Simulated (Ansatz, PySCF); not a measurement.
Caution: the highest occupied level lies above zero, a sign of self-interaction error and of too few diffuse functions. Another site gives an ion 0.22 eV lower (`C=[C-]c1ccccc1`) at the level frozen-core CCSD(T)/aug-cc-pVDZ // B3LYP-D3(BJ)/def2-SVPD (Ansatz, a first-principles code).

Delta-SCF ions had no search for a lower state. 

Cartesian coordinates (Å):
SMILES: C=Cc1c[c-]ccc1
```xyz
15

C     -2.3577     1.2133     0.5848
C     -1.5615     0.1571     0.8429
C     -0.2504    -0.1742     0.2767
C      0.4103    -1.3516     0.7068
C      1.6730    -1.8101     0.2604
C      2.2423    -0.9415    -0.7022
C      1.6351     0.2414    -1.1687
C      0.3891     0.6345    -0.6862
H     -2.0801     1.9903    -0.1312
H     -3.3187     1.3295     1.0890
H     -1.9216    -0.5740     1.5777
H     -0.1397    -1.9415     1.4602
H      3.2275    -1.1817    -1.1337
H      2.1407     0.8644    -1.9181
H     -0.0820     1.5515    -1.0479
```
Charge -1, spin multiplicity 1.

Question: Predict the total energy, vertical detachment energy (Delta-SCF) and HOMO from PBE-D3(BJ)/def2-TZVPD // B3LYP-D3(BJ)/def2-SVPD in PySCF.

Answer: 
```json
{
 "total_energy": "-308.7185 Ha",
 "vertical detachment energy (Delta-SCF)": "1.52 eV",
 "HOMO": "1.22 eV"
}
```
